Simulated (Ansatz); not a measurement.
Cost and result up the ladder for As6Se (7 atoms). Total charge 0; singlet. Geometry: r2SCAN-D4/def2-SVP.

Cartesian coordinates in Å:
```
As -0.117 1.783 1.051
As -0.152 1.559 -1.358
As 0.746 -1.945 0.171
As -0.333 -0.541 1.858
As -1.705 -1.720 0.183
As -0.382 -0.874 -1.716
Se 1.944 1.738 -0.190
```

Ansatz on 4 threads of Arm Neoverse V1 on a shared host. Times are rough, and most runs start from the orbitals of an earlier one. PBE0-D4/def2-TZVP serves as the yardstick here, not as an exact answer. Differences are given only for rows in sets of like size (and for xTB, whose basis is part of the method), since another set adds its own error. Binding counts from free atoms at the same level (As quartet, Se triplet; other spins of the atoms weren't run), without zero-point energy or a counterpoise term.

LC-ωPBE has ω = 0.4 bohr⁻¹. Correlated methods freeze 63 core orbitals; core or outer-core shells of As, Se are correlated, in sets that lack core-valence functions. The rows differ in basis, and correlated rows in double-zeta sets carry the largest basis error. Another isomer (singlet) lies 0.25 eV lower at PBE0-D4/def2-TZVP; other spin states weren't run for this one.

Correlated methods converge slowly with the basis, most of all in double-zeta sets.

| level | functions | wall time | binding energy per atom (eV) | difference from PBE0-D4/def2-TZVP (eV) |
| --- | --- | --- | --- | --- |
| BLYP-D4/def2-TZVP | 336 | 11 s | 2.85 | 0.14 |
| PBE-D4/def2-TZVP (with forces) | 336 | 14 s | 2.93 | 0.22 |
| MP2/def2-SVP | 224 | 20 s | 2.15 | – |
| LC-ωPBE/def2-TZVP | 336 | 22 s | 2.34 | -0.37 |
| r2SCAN-D4/def2-TZVP | 336 | 24 s | 2.70 | -0.01 |
| PBE0-D4/def2-TZVP | 336 | 44 s | 2.71 | 0.00 |
